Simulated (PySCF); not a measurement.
H₂ClNSi, singlet, geometry from GFN2-xTB. Base run: CCSD(T)/cc-pVDZ run with PySCF.

Input for PySCF:
```python
from pyscf import gto, scf, cc

mol = gto.M(
    atom='''
Si   -0.52165958   -0.27529131    0.70965330
Cl    0.71897362    1.07310295   -0.29060528
N    -0.54454755   -1.50827081   -0.46917238
H    -0.05203914   -1.46308153   -1.35196359
H    -1.05544531   -2.36769446   -0.35868617
''',
    basis='cc-pvdz',
    verbose=4,
    max_memory=1800,
)

mf = scf.RHF(mol)
mf.kernel()

mycc = cc.CCSD(mf, frozen=11)
mycc.kernel()
et = mycc.ccsd_t()
print('E(CCSD(T)) = %.10f' % (mycc.e_tot + et))
```

Each row names what was changed in the base input (with any setting that the change needs).

```json
[
 {"change": "base", "ΔE vs base (kcal/mol)": "0.000", "MP2 correlation (Eh)": "-0.38613", "CC correlation without the perturbative part (Eh)": "-0.41884", "basis functions": "60"},
 {"change": "method = ccsd", "ΔE vs base (kcal/mol)": "7.11", "MP2 correlation (Eh)": "-0.38613", "CC correlation without the perturbative part (Eh)": "-0.41884", "basis functions": "60"},
 {"change": "method = mp2", "ΔE vs base (kcal/mol)": "27.64", "MP2 correlation (Eh)": "-0.38613", "CC correlation without the perturbative part (Eh)": "-", "basis functions": "60"},
 {"change": "method = cisd", "ΔE vs base (kcal/mol)": "___", "MP2 correlation (Eh)": "-", "CC correlation without the perturbative part (Eh)": "-", "basis functions": "60"}
]
```

Task: What belongs in the gaps?

Result: 
- method = cisd, ΔE vs base (kcal/mol): 37.86
